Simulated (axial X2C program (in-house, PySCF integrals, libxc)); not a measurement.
## Ionising BrCl

Computed with an in-house relativistic program for diatomic molecules, spin-free (one-electron X2C) or two-component (2c: spin–orbit coupling with atomic mean-field Coulomb and Gaunt terms, which also bring small scalar terms), in Dyall basis sets with cores contracted in-house; open shells are unrestricted.

Basis sets: Br dyall-cv3z, Cl dyall-av3z.

| Hamiltonian | level | BrCl state | Re (Å) | ωe (cm⁻¹) | De (eV) |
| --- | --- | --- | --- | --- | --- |
| spin-free | PBE0 | M_S = 0, Λ = 0 | 2.136 | 458.0 | 2.40 |
| 2c | PBE0 | Ω = 0 | 2.139 | 455.1 | 2.30 |

Adiabatic ionisation energy (minimum to minimum, no zero-point term) and constants of BrCl⁺:

```
Hamiltonian  level       BrCl⁺ state  IE (eV)  Re (Å)  ωe (cm⁻¹)  De (eV)  fragments
  spin-free   PBE0  M_S = 1/2, Λ = 1    10.87   2.046      527.1     3.32   Br+ + Cl
         2c   PBE0           Ω = 3/2    10.73   2.048      524.7     3.32   Br+ + Cl
```

(1) Add the zero-point terms to the ionisation energy at PBE0, 2c, and say whether the electron removed was bonding.

(2) Close the cycle De(BrCl⁺) + IE(BrCl) = De(BrCl) + IE(Br) to find the atomic ionisation energy at PBE0, 2c.

Each entry is the lowest single determinant of a limited PBE0 search at one distance. De goes to single-determinant-based atoms at the same level (for ions the charge split of lowest energy) and is withheld (n/a) where an atom does not fit its ground term or J level. Main or longest-lived isotopes. Some light 2c atoms are not at their ground J level, so De misses part of their lowering (0.04 eV or less). The functionals have no current term, which raises determinants with orbital currents.

Results:

(1) IE0 = IE + (ωe⁺ − ωe)/2 = 10.73 + (0.004) = 10.73 eV. Re changes by -0.091 Å, so the bond shortens, as on loss of an antibonding or a polarising non-bonding electron.

(2) IE(Br) = 3.32 + 10.73 − 2.30 = 11.75 eV, for the determinants used.
